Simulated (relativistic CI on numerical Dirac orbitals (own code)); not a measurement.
## One change at a time: W L

Base calculation: Dirac-Coulomb-Breit CI, separate exchange-only KLI orbitals for each configuration, a model potential for QED, unscaled Slater integrals.

Configuration list (outside the closed core [Ne]): 3s²3p⁶3d⁷, 3s²3p⁵3d⁸, 3s²3p⁴3d⁹, 3s3p⁶3d⁸, 3p⁶3d⁹, 3s3p⁵3d⁹, 3s²3p⁶3d⁶4s, 3s²3p⁶3d⁶4p, 3s²3p⁴3d⁸4s, 3s²3p⁶3d⁶4d, 3s²3p⁴3d⁸4p, 3s²3p⁵3d⁷4s, 3s²3p⁶3d⁶4f, 3s²3p⁴3d⁸4d, 3s3p⁵3d⁸4s, 3s²3p⁵3d⁷4p, 3s3p⁵3d⁸4p, 3s²3p⁵3d⁷4d, 3s²3p⁶3d⁵4s², 3s3p⁵3d⁸4d, 3s3p⁶3d⁷4s, 3p⁶3d⁸4s, 3s²3p⁶3d⁵4s4p, 3s²3p⁵3d⁷4f, 3p⁶3d⁸4p, 3s3p⁶3d⁷4p, 3s²3p⁶3d⁶5s, 3s²3p⁶3d⁵4p², 3s²3p⁶3d⁶5p, 3p⁶3d⁸4d, 3s²3p⁵3d⁶4s², 3s²3p⁶3d⁶5d, 3s²3p⁶3d⁶5f, 3s3p⁶3d⁶4s², 3s²3p⁵3d⁷5s, 3s²3p⁶3d⁶6s. Levels of other configurations are missing.

Variants: (1) QED terms removed. Shifts of the energy above 3s²3p⁶3d⁷ ⁴F9/2, in eV, for the lowest level and the first level of each name with at least 55 % of one term (blank where a level changes its place among those of its configuration and J or its character, or is not in the variant):

```
            Level     Base    Δ(1)
  3s²3p⁶3d⁷ ⁴F9/2    0.000   0.000
  3s²3p⁶3d⁷ ⁴F7/2   65.523  -0.180
  3s²3p⁶3d⁷ ⁴P5/2   77.805  -0.181
 3s²3p⁶3d⁷ ²H11/2   80.974  -0.179
  3s²3p⁶3d⁷ ²F5/2   92.729  -0.173
  3s²3p⁶3d⁷ ²D3/2  110.939  -0.177
  3s²3p⁶3d⁷ ⁴F5/2  138.508  -0.355
  3s²3p⁶3d⁷ ²H9/2  147.407        
3s²3p⁵3d⁸ ⁴G°11/2  408.352  +0.589
 3s²3p⁵3d⁸ ²D°5/2  420.280  +0.594
 3s²3p⁵3d⁸ ²F°7/2  421.475  +0.594
 3s²3p⁵3d⁸ ⁴F°9/2  428.247  +0.593
 3s²3p⁵3d⁸ ⁴G°9/2  482.849  +0.416
3s²3p⁵3d⁸ ²H°11/2  505.170  +0.420
```

At this charge energies of transitions that change n are usually good to better than 1 %, and those within a shell (Δn = 0) to a few per cent.

Ionisation energy from the two ground configurations alone: base 4442.51 eV. The NIST ASD value (semi-empirical) is 4446 eV.

LS names give the leading component of a level, which can be under half, so a name can repeat, a term be missing and a line seem to break the LS rules.
